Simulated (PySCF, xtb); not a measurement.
C2H6FNSi2, SMILES C1=C[Si@@H](N)[Si@H]1F. One conformer was computed; it need not be the lowest.

Harmonic wavenumbers (cm⁻¹) from GFN2-xTB run with xtb at its own minimum, in rising order: 85, 116, 165, 181, 217, 338, 374, 447, 494, 516, 559, 645, 663, 715, 725, 736, 780, 820, 903, 937, 1075, 1261, 1516, 1559, 2182, 2252, 3035, 3054, 3467, 3504.

**Question.** What does PySCF 2.14.0 with B3LYP-D3(BJ)/def2-SVP give at its own minimum? (An estimate is asked for; the answer gives what the named calculation found.)

**Answer.** 77, 105, 129, 235, 256, 327, 375, 412, 463, 635, 667, 690, 727, 761, 788, 837, 864, 891, 932, 1032, 1053, 1279, 1535, 1537, 2197, 2208, 3113, 3139, 3582, 3680. Paired by order, the mean absolute difference is 55 cm⁻¹ and the zero-point energies are 47.6 and 49.4 kcal/mol.
